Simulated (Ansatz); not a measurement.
```xyz
10

F    -2.353   -0.914   -0.559
Al   -0.984   -0.094   -0.991
O     0.477   -1.036   -0.384
Al    1.046    0.133    0.920
F     0.787   -0.563    2.398
O    -0.408    1.076    0.306
H    -0.885    0.501   -2.440
H     0.480   -1.988   -0.274
H     2.408    0.869    0.661
H    -0.568    2.017    0.364
```

The species carries charge 0 and has multiplicity 1.

Q: List the PBE/def2-TZVPP orbital energies in eV (the Gaussian-basis code of Ansatz). (Estimate.)

A: Ansatz gave: Occupied: -1507.01, -1507.01, -658.68, -658.68, -511.80, -511.73, -107.24, -107.24, -69.26, -69.26, -69.21, -69.20, -69.12, -69.12, -28.05, -28.02, -26.58, -25.98, -15.48, -13.17, -12.14, -10.93, -10.53, -10.07, -10.02, -9.52, -9.17, -9.01, -8.97, -8.84, -7.85, -7.62. Lowest empty: -1.06, -0.95, 0.15, 0.33, 0.49, 1.15, 1.68, 2.26.
